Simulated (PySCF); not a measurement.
NbSFCl2, SMILES [S]=[Nb]([F])([Cl])[Cl], multiplicity 1. Coordinates come from a PBE-D3(BJ)/def2-SVP optimisation. The multiplicity is an assumed one; no other spin state was optimised. The structure was generated by enumeration; whether it is a known compound was not checked. The def2 effective core potentials stand for the cores of Nb; spin–orbit coupling is left out.

Computed equilibrium geometry at PBE-D3(BJ)/def2-SVP (PySCF confirms it by a frequency run) as bond lengths and angles, and its point group:
point group Cs.
Atoms: Nb1 S2 F3 Cl4 Cl5. Bonds (Å): Nb1–S2 2.147, Nb1–F3 1.861, Nb1–Cl4 2.288, Nb1–Cl5 2.288. Bond angles (°): S2–Nb1–F3 107.7, S2–Nb1–Cl4 107.8, S2–Nb1–Cl5 107.8, F3–Nb1–Cl4 111.3, F3–Nb1–Cl5 111.3, Cl4–Nb1–Cl5 110.8.
